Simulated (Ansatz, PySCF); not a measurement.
Process, species as SMILES: CC(=O)C(C)=O → 2 C[C]=O (the C-C bond at the site shown breaks; other sites are not compared here)
Structures are relaxed separately at B3LYP-D3(BJ)/def2-TZVP in Ansatz (a quantum-chemistry and plane-wave program), one conformer each, not searched for the lowest. Frequencies are from Ansatz or PySCF.

Wanted: bond dissociation energy (enthalpy at 298 K, with B3LYP-D3(BJ) rigid-rotor harmonic-oscillator terms), in kcal/mol. Correlated levels leave the core frozen unless marked. Open shells are spin-unrestricted. Spin-orbit coupling is left out. No relativistic terms. CBS(X,Y): correlation extrapolated as X^-3; Hartree-Fock from the larger set. [CCSD(T)-MP2]/basis is that difference in the basis named.

```
level                                                     program  bond dissociation energy (kcal/mol)  minus last row
-------------------------------------------------  --------------  -----------------------------------  --------------
HF/6-31G*                                                  Ansatz                                 55.1           -19.3
HF/cc-pVTZ                                                 Ansatz                                 51.4           -23.0
RI-HF/aug-cc-pVTZ                                          Ansatz                                 50.7           -23.7
SVWN5/def2-TZVPD                                           Ansatz                                 84.5            10.1
revPBE-D3(BJ)/def2-TZVPD                           Ansatz + dftd3                                 66.4            -8.0
PBE0/def2-SVP                                              Ansatz                                 74.1            -0.3
PBE0-D3(BJ)/def2-TZVPD                             Ansatz + dftd3                                 71.3            -3.1
TPSSh-D3(BJ)/def2-TZVPD                             PySCF + dftd3                                 66.2            -8.2
r2SCAN0-D4/def2-TZVPD                              Ansatz + dftd4                                 68.9            -5.5
HSE06-D3(BJ)/def2-TZVPD                            Ansatz + dftd3                                 70.9            -3.5
wB97M-V/def2-TZVPD                                         Ansatz                                 73.0            -1.4
B2GP-PLYP-D3(BJ)/def2-TZVPD                        Ansatz + dftd3                                 70.4            -4.0
B2GP-PLYP-D4/def2-TZVPD                            Ansatz + dftd4                                 70.2            -4.2
B2PLYP-D3(BJ)/def2-TZVPD                           Ansatz + dftd3                                 69.1            -5.3
B2PLYP-D4/def2-TZVPD                               Ansatz + dftd4                                 69.0            -5.4
MP2/6-31G*                                                 Ansatz                                 76.6             2.2
RI-MP2/aug-cc-pVQZ                                         Ansatz                                 76.7             2.3
SCS-MP2/STO-3G                                             Ansatz                                 81.5             7.1
SCS-MP2/aug-cc-pVDZ                                        Ansatz                                 73.9            -0.5
SCS-MP2/cc-pVTZ                                            Ansatz                                 75.7             1.3
RI-MP2/CBS(cc-pVTZ,cc-pVQZ)+[CCSD(T)-MP2]/cc-pVTZ          Ansatz                                 74.4             0.0
```
